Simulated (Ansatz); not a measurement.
Reaction: C2H7B (dimethylborane, SMILES B(C)C) → C2H7B (SMILES BCC)
Each species at its own B3LYP-D3(BJ)/def2-TZVP minimum (Ansatz, a first-principles code).

Wanted: isomerisation energy (electronic), in kJ/mol. Open shells are spin-unrestricted; no spin-orbit coupling. CBS(X,Y): correlation extrapolated as X^-3, Hartree-Fock from the larger set. A bracket is a step between two methods taken in the basis named. The functionals are non-relativistic, so their misses hold any scalar relativity. Double hybrids freeze cores in their MP2 part. '+ core + X2C': CCSD(T) terms for core correlation (cc-pwCVTZ) and scalar relativity (cc-pVTZ-DK).

CCSD(T)/CBS(cc-pVTZ,cc-pVQZ) + [CCSDT(Q) - CCSD(T)]/cc-pVDZ + core + X2C (Ansatz) gives 61.9 kJ/mol.

What does PBE/def2-TZVPD (Ansatz) give here, and how do the other levels compare?

PBE gives 65.6 kJ/mol, 3.7 kJ/mol above it. Differences of the others: B3LYP/def2-TZVPD (Ansatz) 0.9; B2PLYP/def2-TZVPD (Ansatz) -0.3; CCSD(T)/CBS(cc-pVTZ,cc-pVQZ) + core + X2C (Ansatz) -0.1 kJ/mol. Nearer than PBE: B3LYP/def2-TZVPD, B2PLYP/def2-TZVPD, CCSD(T)/CBS(cc-pVTZ,cc-pVQZ) + core + X2C.
